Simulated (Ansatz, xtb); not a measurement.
**Ranking isomers of H6O2Si2**

3 gas-phase structures of H6O2Si2, found in a search over its isomers (lower ones may exist). Each was relaxed with GFN2-xTB; where two conformers were screened, the lower at r2SCAN-D4/def2-SVP is listed:

A. `O[SiH2]O[SiH3]`, a singlet
B. `O[SiH](O)[SiH3]`, a singlet
C. `O[SiH2][SiH2]O`, a singlet

Make a reasoned guess at their ranking by r2SCAN-D4/def2-SVP single-point energy.

Calculated order at r2SCAN-D4/def2-SVP: A (0.000), B (0.977), C (1.396) eV.

Energies above the lowest of each column, in eV; the last columns are at B3LYP/6-31G* geometries:

```tsv
structure	GFN2-xTB	HF/STO-3G	r2SCAN-D4/def2-SVP	B3LYP/6-31G*	CCSD(T)/def2-SVP + ΔMP2/def2-TZVPP
A	0.000	0.000	0.000	0.000	0.000
B	2.158	0.493	0.977	1.118	1.188
C	2.083	0.790	1.396	1.496	1.524
```

Every level run on A puts it lowest or level with the lowest. Flexible structures stand in one conformer each, not always the lowest. ΔMP2 is the change of the MP2 energy from the smaller to the larger basis.

Programs: Ansatz 0.2.0, xtb 6.7.1 (Pople sets with spherical d functions).
